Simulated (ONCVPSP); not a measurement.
# How hard is this strontium ONCV potential?

ONCVPSP 4.0.1 input, shortened (lines: element, Z, core and valence counts, functional; n l f; lmax; l rc ep ncon nbas qcut; lloc lpopt rc5 dvloc0; l nproj debl; icmod fcfact rcfact), PBE, scalar-relativistic:

```
  Sr 38.00    6    3        4      upf
    1    0    2.00
    2    0    2.00
    2    1    6.00
    3    0    2.00
    3    1    6.00
    3    2   10.00
    4    0    2.00
    4    1    6.00
    5    0    2.00
    2
    0    2.25    0.00    4    8    5.80
    1    2.35    0.00    5    9    4.60
    2    2.20    0.39    4    8    4.10
    4    5    1.85    0.00
    0    2    2.40
    1    3    1.90
    2    1    3.90
    0    0.00    0.00
```

In the d channel the program set the typed energies aside and used 0.050 Ha.

Q: For each optimised wave give the share of its norm inside rc, the residual kinetic energy above qcut (Ha) and the cutoffs (Ha) for errors of 10, 1, 0.1 and 0.01 mHa per electron.

A:

```
         wave  norm inside rc  residual KE  10 mHa  1 mHa  0.1 mHa  0.01 mHa
           4s           0.953      3.7e-07     6.8   10.3     12.7      14.5
           5s           0.056      7.0e-07     2.5    8.8     12.0      14.4
           4p           0.901      9.1e-06     5.8    7.6      9.0      11.4
p projector 2           0.156      4.8e-05     5.8    7.6      9.5      35.1
p projector 3           0.166      2.0e-04     6.8    8.0     16.2      35.9
d projector 1           0.069      3.5e-04     4.5    7.2     14.9      44.5
```

The occupied waves need 10 Ha and 13 Ha for 1 and 0.1 mHa.
